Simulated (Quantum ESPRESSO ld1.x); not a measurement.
Results of a calculation; reference values are marked as such.
One sound ld1.x (Quantum ESPRESSO 7.5) input for neutral nickel gives E = -1520.538 hartree in 30 iterations:

```
 &input
    zed=28.0,
    iswitch=1,
    rel=1,
    dft='PBE',
    config='[Ar] 3d8 4s2',
    prefix='ld1',
    max_out_wfc=37,
    file_charge='ld1.rho',
 /
```

Changed or added lines, one case at a time, and what came of them:

- beta=0.001: not converged. So little new potential is mixed in that the limit of 200 iterations comes first; the energy is off by +0.106 hartree.
- rel=4: refused. The program stops in ld1_readin with "wrong rel": rel takes 0, 1 or 2.
- isic=1 latt=1: refused. The program stops in ld1_readin with "isic and latter correction not allowed": the two corrections exclude each other.
- atom='D2' (without zed): crashed. The symbol names no element; the program warns, takes a nuclear charge of zero and dies without a result.
- lsd=2: refused. The program stops in ld1_readin with "lsd not correct": lsd takes 0 or 1.
- rmax=3.0: inaccurate. The mesh cuts the orbital tails; the run ends without a warning, but the energy is off by +0.06584 hartree against the default mesh.
- lsd=1: silently wrong. The run ends normally, but in this build (ld1.x 7.5) Etot and Exc of a spin-polarised run lack the gradient corrections of exchange and correlation and come out near their LSDA values (nitrogen, PBE: -54.132 hartree against -54.536 from two other codes). The eigenvalues and orbitals are those of the GGA; the energies must not be used.
